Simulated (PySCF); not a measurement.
C3H3BrF2, SMILES FC(F)/C=C\Br. Atoms are numbered in the order given.

```xyz
9

F     -0.3214     2.4670    -1.0961
C     -0.2693     1.6598     0.0000
F     -0.3214     2.4670     1.0961
C      1.0199     0.9033     0.0000
C      1.1690    -0.4208     0.0000
Br    -0.2470    -1.6827     0.0000
H     -1.1572     1.0081     0.0000
H      1.9203     1.5272     0.0000
H      2.1495    -0.8994     0.0000
```
Charge 0, spin multiplicity 1.

Geometry optimised at B3LYP-D3(BJ)/def2-SVP. The structure was generated by enumeration; whether it is a known compound was not checked. The values are those of a single conformer.

Vertical ionisation energy (IE) and electron affinity (EA) in eV. Rows of orbital energies are one-electron estimates. Where ΔSCF, EOM or ADC give a negative EA the extra electron is unbound and the value depends on the basis.

```
level                                           IE    EA
--------------------------------------------  ----  ----
−ε(HOMO), −ε(LUMO), r2SCAN/def2-TZVP (PySCF)   ___   ___
−ε(HOMO), −ε(LUMO), PBE/def2-TZVP (PySCF)     6.76  2.03
```

**Question.** Fill in the missing entries. (The exact figures need the calculation; the answer reports its results.)

**Answer.** 
- −ε(HOMO), −ε(LUMO), r2SCAN/def2-TZVP (PySCF), IE: 7.02
- −ε(HOMO), −ε(LUMO), r2SCAN/def2-TZVP (PySCF), EA: 1.87
